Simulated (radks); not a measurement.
Species: P V. Configuration: [Ne] 3s1. Calculated with a radial shooting solver on a logarithmic mesh with Libxc functionals: non-relativistic Kohn-Sham, LDA (Slater exchange, Perdew-Wang correlation), spin-polarised, spherical densities, point nucleus; open shells are filled with parallel spins first.

Local quantities along the radius. ELF = 1/(1 + alpha^2) is the electron localisation function; alpha = (tau - tau_W)/tau_unif compares the Pauli kinetic energy density with that of the uniform gas (summed over spins); 4 pi r^2 rho is in e/bohr.

| r (bohr) | ELF | alpha | 4 pi r^2 rho |
|---|---|---|---|
| 0.003336 | 1.000 | 0.009045 | 0.2747 |
| 0.003761 | 1.000 | 0.009201 | 0.3448 |
| 0.004207 | 1.000 | 0.009368 | 0.4256 |
| 0.004743 | 1.000 | 0.009572 | 0.5325 |
| 0.005305 | 1.000 | 0.009792 | 0.6550 |
| 0.005981 | 1.000 | 0.01006 | 0.8160 |
| 0.006744 | 1.000 | 0.01038 | 1.014 |
| 0.007543 | 1.000 | 0.01072 | 1.238 |
| 0.008505 | 1.000 | 0.01114 | 1.530 |
| 0.009513 | 1.000 | 0.01161 | 1.857 |
| 0.01073 | 1.000 | 0.01219 | 2.276 |
| 0.01209 | 1.000 | 0.01289 | 2.778 |
| 0.01353 | 1.000 | 0.01367 | 3.329 |
| 0.01525 | 1.000 | 0.01466 | 4.020 |
| 0.01706 | 1.000 | 0.01579 | 4.765 |
| 0.01923 | 1.000 | 0.01726 | 5.676 |
| 0.02169 | 1.000 | 0.01908 | 6.707 |
| 0.02426 | 1.000 | 0.02121 | 7.773 |
| 0.02735 | 0.999 | 0.02409 | 9.013 |
| 0.03059 | 0.999 | 0.02754 | 10.24 |
| 0.03449 | 0.999 | 0.03235 | 11.60 |
| 0.03889 | 0.999 | 0.03880 | 12.95 |
| 0.04349 | 0.998 | 0.04694 | 14.14 |
| 0.04904 | 0.997 | 0.05901 | 15.28 |
| 0.05485 | 0.994 | 0.07494 | 16.14 |
| 0.06185 | 0.990 | 0.09971 | 16.76 |
| 0.06973 | 0.982 | 0.1371 | 17.00 |
| 0.07799 | 0.965 | 0.1901 | 16.85 |
| 0.08794 | 0.928 | 0.2782 | 16.29 |
| 0.09836 | 0.858 | 0.4067 | 15.43 |
| 0.1109 | 0.723 | 0.6191 | 14.27 |
| 0.125 | 0.535 | 0.9330 | 13.02 |
| 0.1399 | 0.369 | 1.309 | 11.96 |
| 0.1577 | 0.256 | 1.704 | 11.13 |
| 0.1778 | 0.217 | 1.901 | 10.80 |
| 0.1989 | 0.238 | 1.789 | 11.01 |
| 0.2242 | 0.324 | 1.444 | 11.76 |
| 0.2508 | 0.458 | 1.088 | 12.82 |
| 0.2828 | 0.615 | 0.7912 | 14.09 |
| 0.3188 | 0.737 | 0.5974 | 15.17 |
| 0.3566 | 0.808 | 0.4876 | 15.71 |
| 0.4021 | 0.849 | 0.4211 | 15.58 |
| 0.4497 | 0.867 | 0.3922 | 14.71 |
| 0.5071 | 0.868 | 0.3905 | 13.02 |
| 0.5717 | 0.849 | 0.4222 | 10.79 |
| 0.6395 | 0.802 | 0.4973 | 8.505 |
| 0.721 | 0.689 | 0.6712 | 6.152 |
| 0.8064 | 0.495 | 1.010 | 4.291 |
| 0.9093 | 0.260 | 1.686 | 2.803 |
| 1.025 | 0.141 | 2.471 | 1.848 |
| 1.147 | 0.142 | 2.457 | 1.347 |
| 1.293 | 0.298 | 1.535 | 1.072 |
| 1.446 | 0.638 | 0.7528 | 0.9223 |
| 1.63 | 0.909 | 0.3172 | 0.7750 |
| 1.838 | 0.983 | 0.1331 | 0.6016 |
| 2.056 | 0.996 | 0.06093 | 0.4266 |
| 2.318 | 0.999 | 0.02747 | 0.2572 |
| 2.593 | 1.000 | 0.01355 | 0.1388 |
| 2.924 | 1.000 | 0.006583 | 0.06039 |
| 3.297 | 1.000 | 0.003298 | 0.02164 |
| 3.687 | 1.000 | 0.001769 | 0.006844 |
| 4.157 | 1.000 | 0.0009218 | 0.001588 |
| 4.65 | 1.000 | 0.0005062 | 0.0003210 |

On this mesh the ELF has minima near r = 0.18, 1.0 bohr, which separate the shells, and maxima near 0.51 (0.87).

Self-consistent cycle (total energy in hartree, residual of the potential): 1: -333.567701, 7e+00; 2: -334.985138, 4e+00; 3: -335.877036, 2e-01; 4: -335.881778, 2e-01; 5: -335.884146, 2e-02; 6: -335.884174, 2e-03; 7: -335.884174, 2e-04; 8: -335.884174, 2e-06; 9: -335.884174, 9e-07; 10: -335.884174, 3e-07; 11: -335.884174, 4e-07; 12: -335.884174, 4e-08; 13: -335.884174, 4e-09; 14: -335.884174, 2e-09.
